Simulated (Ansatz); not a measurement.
Species: sum formula AlH2Br, net charge 0, singlet state. 
Coordinates optimised at B3LYP-D3(BJ)/def2-TZVP (Ansatz, a quantum-chemistry and plane-wave program):
```
Al
H 1 1.5694
H 1 1.5694 2 124.82
Br 1 2.2670 2 117.59 3 180.00
```

Quantity: vertical ionisation energy (to the doublet state of charge +1; each state is the SCF solution reached for its spin; for the doublet T1 is 0.049), in eV. Valence correlation only, unless marked. Open shells are spin-unrestricted. No spin-orbit coupling. Frozen are the shells of the preceding noble gas and the d and f shells that filled before the atom's block. No relativistic terms. CBS(X,Y): correlation extrapolated as X^-3; Hartree-Fock from the larger set.

CCSD(T)/CBS(def2-TZVPPD,def2-QZVPPD) (Ansatz) gives 10.97 eV.

### Question
Another calculation gave 10.67 eV. Which level was it?
(A) B3LYP/def2-TZVPD (Ansatz)
(B) wB97X-V/def2-TZVPD (Ansatz)
(C) BHLYP/def2-TZVPD (Ansatz)
(D) PBE/def2-TZVPD (Ansatz)

### Answer
C, BHLYP/def2-TZVPD (Ansatz). The others give 10.81 (wB97X-V), 10.49 (B3LYP), 10.17 (PBE) eV.
